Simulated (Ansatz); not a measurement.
Ideal-gas functions of C₂HF₂Ge (`C#[C][Ge]([F])[F]`) radical at 400 K and 1 bar, from an Ansatz frequency run at PBE0-D4/def2-TZVP.

Molar mass 135.64 g/mol, point group Cs (symmetry number 1), electronic degeneracy 2, moments of inertia 86.396, 196.164, 251.952 u Å². Harmonic wavenumbers (cm⁻¹, unscaled): 107, 136, 225, 290, 322, 522, 706, 716, 741, 751, 2147, 3460.

Use S(trans) = R[1.5 ln M + 2.5 ln T − 1.1517]; rotational temperatures θ = 24.2544 K / I; S(rot) = R[ln(√π/σ · √(T³/θAθBθC)) + 1.5]; for each mode x = 1.438777 ν̃/T, S = R[x/(eˣ − 1) − ln(1 − e⁻ˣ)] and H = RT x/(eˣ − 1); 1 cm⁻¹ = 0.0119627 kJ/mol; R = 8.31446 J/(mol·K).

Question: By hand: the entropy, in J/(mol·K).

Answer: Translation 176.2. Rotation: θ = 0.2807, 0.1236, 0.0963 K, giving 115.7. Vibration, mode by mode: 16.30, 14.34, 10.30, 8.33, 7.54, 4.20, 2.49, 2.42, 2.26, 2.19, 0.03, 0.00, in all 70.4. Electronic 5.8. Sum 368.1 J/(mol·K).

Question: By hand: H − E and G − E in kJ/mol, counted from the electronic energy.

Answer: Zero-point energy ½ × 10123 × 0.0119627 = 60.5; thermal vibration 15.0; translation, rotation and pV give 4 RT = 13.3. H − E = 88.8 kJ/mol, and G − E = 88.8 − 400 × 368.1/1000 = -58.4 kJ/mol.

Vibration gives 19 % of the entropy, 30.6 J/(mol·K) of it from the modes under 150 cm⁻¹: soft modes count most, and the harmonic formula is weakest for them.
